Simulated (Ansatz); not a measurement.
`P[SiH]1CC1` + CH₃SH → `CS[SiH]1CC1` + PH₃ at 400 K and 1 bar (cleavage of the Si–P bond).

Calculated with Ansatz (gas phase, PBE0-D4/def2-TZVP geometries, no zero-point term in ΔE). CCSD(T)/CBS is the MP2 limit (def2-TZVPP, def2-QZVPP) plus CCSD(T) − MP2 in def2-TZVPP, frozen cores. This one scheme is used for every species. One conformer a species, not always the lowest.

```json
{"species": "`P[SiH]1CC1`", "CCSD(T)/CBS energy (Eh)": "-710.29768", "H − E (kJ/mol)": "240.6", "S (J/(mol·K))": "358.7"}
{"species": "CH₃SH", "CCSD(T)/CBS energy (Eh)": "-438.22835", "H − E (kJ/mol)": "138.7", "S (J/(mol·K))": "269.4"}
{"species": "`CS[SiH]1CC1`", "CCSD(T)/CBS energy (Eh)": "-805.81573", "H − E (kJ/mol)": "301.8", "S (J/(mol·K))": "397.1"}
{"species": "PH₃", "CCSD(T)/CBS energy (Eh)": "-342.72256", "H − E (kJ/mol)": "77.1", "S (J/(mol·K))": "221.7"}
```

H − E and S are ideal-gas, rigid-rotor, harmonic terms from PBE0-D4/def2-TZVP, for one conformer and one mirror image of each species. 1 Eh = 2625.50 kJ/mol, R = 8.31446 J/(mol·K).

Problem. By hand: ΔE, ΔH, ΔS and ΔG.

Solution. ΔE = (-805.81573) + (-342.72256) − (-710.29768) − (-438.22835) = -0.01226 Eh = -32.2 kJ/mol. Δ(H − E) = 301.8 + 77.1 − 240.6 − 138.7 = -0.4, so ΔH = -32.6 kJ/mol. ΔS = 397.1 + 221.7 − 358.7 − 269.4 = -9.3 J/(mol·K). ΔG = -32.6 − 400 × (-9.3)/1000 = -28.9 kJ/mol.

Problem. By hand: the equilibrium constant, and the temperature at which ΔG would vanish if ΔH and ΔS stayed fixed.

Solution. log₁₀ K = −ΔG/(RT ln 10) = 3.8. ΔG = 0 at ΔH/ΔS = 3505 K, far beyond where these terms or the molecules hold.

The number of gas molecules stays the same, so ΔS is small and ΔH decides. A doubt of 5 kJ/mol in ΔE shifts log₁₀ K by 0.7 here. Other conformers and mirror images would add mixing entropy, several J/(mol·K) or more a flexible species. Modes under 60 cm⁻¹, often nearly free rotors, make the harmonic entropy too high. These are equilibria of isolated gas molecules and say nothing of rates. Largest T1 diagnostic: 0.013 (customary marks: 0.02 for closed shells, 0.045 for open ones).
